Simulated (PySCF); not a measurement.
**Property card for `CCNc1ccccn1`**

Compound: C7H10N2.
Bonds: C1–C2, C2–N3, N3–C4, C4–C5 (aromatic), C5–C6 (aromatic), C6–C7 (aromatic), C7–C8 (aromatic), C8–N9 (aromatic), C4–N9 (aromatic). Hydrogens: H10, H11, H12 on C1; H13, H14 on C2; H15 on N3; H16 on C5; H17 on C6; H18 on C7; H19 on C8.

Among its groups: pyridine-type ring nitrogen and amine.

**PBE0-D3(BJ)/def2-SVP geometry optimisation, gas phase (PySCF)**

```yaml
Point_group: C1
Rotational_constants_A_B_C: 3.935, 1.074, 0.913 GHz
```

**PBE0/def2-SVPD ground state, ΔSCF and vertical TDDFT (core frozen in the response) (PySCF)**

```yaml
Dipole_moment: 1.87 D
HOMO_energy: -5.94 eV
LUMO_energy: -0.48 eV
HOMO–LUMO_gap: 5.46 eV
Lowest_singlet_excitation: 4.52 eV (274 nm, f = 0.047)
Strongest_line_among_the_10_lowest_singlet_transitions: S3 at 5.41 eV (229 nm, f = 0.162)
Lowest_triplet_excitation_Tamm–Dancoff: 3.55 eV
Static_isotropic_polarisability: 100.2 au
Vertical_ionisation_energy: 7.65 eV
Electronic_spatial_extent_⟨r²⟩_about_the_centre_of_nuclear_charge: 1324 bohr²
```

**KT2/pcSseg-1 ground state and GIAO shieldings, non-relativistic (PySCF)**

```yaml
13C_chemical_shifts_computed_TMS_as_zero_by_class: 149.3 (C4), 142.9 (C8), 130.1 (C6), 107.1 (C7), 102.3 (C5), 38.4 (C2), 16.2 (C1) ppm
1H_chemical_shifts_computed_TMS_as_zero_by_class: 7.86 (H19), 6.97 (H17), 6.06 (H18), 5.86 (H16), 3.56 (H15), 3.55 (H13/H14), 1.11 (H10/H11/H12) ppm
Isotropic_shieldings_of_nuclei_other_than_C_and_H_by_class: -10 (N9), 155 (N3) ppm
```

Monoisotopic mass from the formula: 122.0844 u.

S1 lies 0.94 eV below the HOMO–LUMO gap; its leading configuration is HOMO→LUMO, weight 0.95. The dipole matches unit charges of opposite sign 0.39 Å apart (1 e·Å = 4.8032 D). The 10 singlets span 4.52 to 6.95 eV, and their oscillator strengths add up to 0.40. The largest Löwdin shares of the HOMO are 0.29 on N3, 0.17 on C7, 0.13 on C5 and 0.08 on C8. The ΔSCF ionisation energy exceeds −ε(HOMO) by 1.71 eV with PBE0. No computed singlet falls in the visible range (750 to 380 nm, 1.65 to 3.26 eV); S1 lies 1.26 eV above its blue end. The largest Löwdin shares of the LUMO are 0.23 on C6, 0.18 on C5, 0.18 on C8 and 0.17 on N9.

 NMR classes are plain means over equivalent atoms (diastereotopic ones count apart unless rotation or inversion swaps them), as if these changed places fast; in this geometry the members of some classes differ.

The values belong to the conformer `[CH3:1][CH2:2][NH:3][c:4]1[cH:5][cH:6][cH:7][cH:8][n:9]1`: C1–C2–N3–C4 -78°, C2–N3–C4–C5 173°.
